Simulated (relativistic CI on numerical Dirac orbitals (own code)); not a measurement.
**d2 in a ligand field**

Computed with a parametric ligand-field model of a d^n configuration (Racah B and C, spin-orbit zeta, crystal field), exact diagonalisation.

Field parameters in Wybourne normalisation: Oh B⁴₀ = 21Dq, B⁴₄ = √(5/14) B⁴₀; Td as Oh with Dq negative (B⁴₀ = 21Dq, B⁴₄ = √(5/14) B⁴₀). The field is a parameter set, without covalency.

**Question.** Lowest levels for B = 360, C = 1340, ζ = 330 cm⁻¹, Oh, 10Dq = 16300 cm⁻¹?

**Answer.** E 0 (S 1.00), T2 10 (S 1.00), T1 420 (S 1.00), A1 607 (S 1.00), T2 5201 (S 0.01), E 5262 (S 0.01), A1 11751 (S 0.01), A2 15523 (S 1.00), T2 15609 (S 1.00) cm⁻¹, with S from ⟨S²⟩ = S(S + 1). The ground level has 0.01 electrons in the cubic e pair.

**Question.** Lowest levels for B = 1040, C = 4350, ζ = 500 cm⁻¹, Oh, 10Dq = 15300 cm⁻¹?

**Answer.** E 0 (S 1.00), T2 32 (S 1.00), T1 729 (S 1.00), A1 1080 (S 1.00), T2 13758 (S 0.95), A2 13827 (S 1.00), T1 14213 (S 1.00), E 14234 (S 1.00), T2 16142 (S 0.13) cm⁻¹, with S from ⟨S²⟩ = S(S + 1). The ground level has 0.06 electrons in the cubic e pair.

**Question.** Lowest levels for B = 550, C = 2660, ζ = 880 cm⁻¹, Td, 10Dq = -9000 cm⁻¹?

**Answer.** T2 0 (S 1.00), E 8023 (S 0.72), A2 8781 (S 1.00), T2 8975 (S 1.00), T1 9311 (S 1.00), E 10598 (S 0.55), T2 13736 (S 1.00), A1 13908 (S 0.88), E 14003 (S 0.97) cm⁻¹, with S from ⟨S²⟩ = S(S + 1). The ground level has 1.98 electrons in the cubic e pair.

**Question.** Lowest levels for B = 340, C = 1200, ζ = 4450 cm⁻¹, Oh, 10Dq = 19050 cm⁻¹?

**Answer.** E 0 (S 0.90), T2 469 (S 0.88), A1 6091 (S 0.78), T1 7991 (S 0.99), T2 10737 (S 0.39), E 11363 (S 0.33), A1 19897 (S 0.65), A2 22687 (S 1.00), T2 23712 (S 0.94) cm⁻¹, with S from ⟨S²⟩ = S(S + 1). The ground level has 0.14 electrons in the cubic e pair; its S is far from a half-integer, so spin-orbit coupling mixes spin states.

**Question.** Lowest levels for B = 690, C = 2630, ζ = 2400 cm⁻¹, Oh, 10Dq = 25200 cm⁻¹?

**Answer.** E 0 (S 0.98), T2 278 (S 0.98), T1 3656 (S 1.00), A1 4798 (S 0.98), T2 11768 (S 0.13), E 12291 (S 0.09), A1 24221 (S 0.19), A2 24954 (S 1.00), T2 25771 (S 0.97) cm⁻¹, with S from ⟨S²⟩ = S(S + 1). The ground level has 0.05 electrons in the cubic e pair.
